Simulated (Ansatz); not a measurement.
Start from `CC(C)[NH][Zr]([OH])([OH])[NH]C(C)C` and change one element to get `CC(C)[NH][Hf]([OH])([OH])[NH]C(C)C`.

Ansatz, PBE0-D4/def2-TZVP geometries, multiplicity 1. Each molecule was computed in one conformer, which needn't be the lowest.

Elements past krypton have def2 core potentials.

```
                                        property  `CC(C)[NH][Zr]([OH])([OH])[NH]C(C)C`
           HOMO energy (ωB97M-V/def2-TZVPP) / eV                                 -8.55
             HOMO energy (B3LYP/def2-TZVPP) / eV                                 -6.02
              HOMO energy (PBE0/def2-TZVPP) / eV                                 -6.24
            HOMO–LUMO gap (PBE0/def2-TZVPP) / eV                                  6.33
           HOMO–LUMO gap (B3LYP/def2-TZVPP) / eV                                  5.85
size of the dipole moment (B3LYP/def2-TZVPP) / D                                  0.53
```

Give the same properties after the change, and the shifts. (An estimate is asked.)

Ansatz gave: 
| property | `CC(C)[NH][Hf]([OH])([OH])[NH]C(C)C` | shift |
| --- | --- | --- |
| HOMO energy (ωB97M-V/def2-TZVPP) / eV | -8.25 | 0.30 |
| HOMO energy (B3LYP/def2-TZVPP) / eV | -5.75 | 0.27 |
| HOMO energy (PBE0/def2-TZVPP) / eV | -5.97 | 0.27 |
| HOMO–LUMO gap (PBE0/def2-TZVPP) / eV | 6.14 | -0.19 |
| HOMO–LUMO gap (B3LYP/def2-TZVPP) / eV | 5.63 | -0.22 |
| size of the dipole moment (B3LYP/def2-TZVPP) / D | 0.92 | 0.39 |

With PBE0 the HOMO rises by 0.27 eV and the LUMO rises by 0.08 eV, so the gap narrows by about 0.19 eV. PBE moves the HOMO by 0.26 eV and ωB97M-V by 0.30 eV. Dipoles are sizes alone; their direction can turn.

B3LYP here is the variant with VWN-RPA as its local correlation; programs differ in this.
